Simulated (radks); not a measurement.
Values are calculated unless marked as measured or tabulated.
Spherical quantum dot in the effective-mass picture: electrons in a parabolic well V = omega^2 r^2 / 2 with omega = 0.208, all in effective atomic units (hartree* = m*/eps^2 hartree, bohr* = eps/m* bohr), one dielectric constant everywhere. Level of theory: non-relativistic Kohn-Sham, LDA (Slater exchange, Perdew-Wang correlation), spin-polarised, spherical densities (a radial shooting solver with Libxc functionals). Levels are named by radial order and angular momentum (1s, 1p, 1d, 2s, ...), and open shells are averaged over m. Results are scaled to m* = 0.034 and eps = 5.5, for which hartree* = 30.58 meV and bohr* = 8.56 nm.

N = 29, configuration 1s2 1p6 1d10 2s2 1f(up 7, down 2). This is the lowest configuration that the search found. Occupied and some empty levels:

| level | occupation | eigenvalue (meV) | <r> (nm) |
|---|---|---|---|
| 1s up | 1 | 144.55 | 44.97 |
| 1s down | 1 | 144.82 | 43.22 |
| 1p up | 3 | 145.98 | 53.50 |
| 1p down | 3 | 146.37 | 52.72 |
| 1d up | 5 | 147.77 | 58.80 |
| 1d down | 5 | 148.21 | 58.53 |
| 2s up | 1 | 148.58 | 45.90 |
| 2s down | 1 | 148.82 | 46.95 |
| 1f up | 7 | 149.89 | 62.73 |
| 1f down | 2 | 150.36 | 62.73 |
| 2p up | 0 | 151.31 | 51.12 |
| 2p down | 0 | 151.54 | 51.41 |
| 1g up | 0 | 152.33 | 65.94 |
| 1g down | 0 | 152.80 | 66.08 |
| 2d up | 0 | 154.22 | 56.23 |
| 2d down | 0 | 154.48 | 56.22 |

Energy (meV): total 2604.86, kinetic 118.50, external 913.09, Hartree 1738.7, exchange-correlation -165.44.

Electron density:

| r (nm) | n(r) (e/nm^3) |
|---|---|
| 5.33 | 0.00002191 |
| 11.3 | 0.00001986 |
| 17.2 | 0.00001721 |
| 23.1 | 0.00001498 |
| 29.1 | 0.00001404 |
| 35.0 | 0.00001469 |
| 40.9 | 0.00001650 |
| 46.9 | 0.00001847 |
| 52.8 | 0.00001930 |
| 58.7 | 0.00001797 |
| 64.7 | 0.00001435 |
| 70.6 | 9.492e-06 |
| 76.6 | 5.046e-06 |
| 82.5 | 2.105e-06 |
| 88.4 | 6.847e-07 |
| 94.3 | 1.737e-07 |
| 100 | 3.340e-08 |
| 106 | 5.120e-09 |
| 112 | 6.154e-10 |
| 118 | 5.583e-11 |
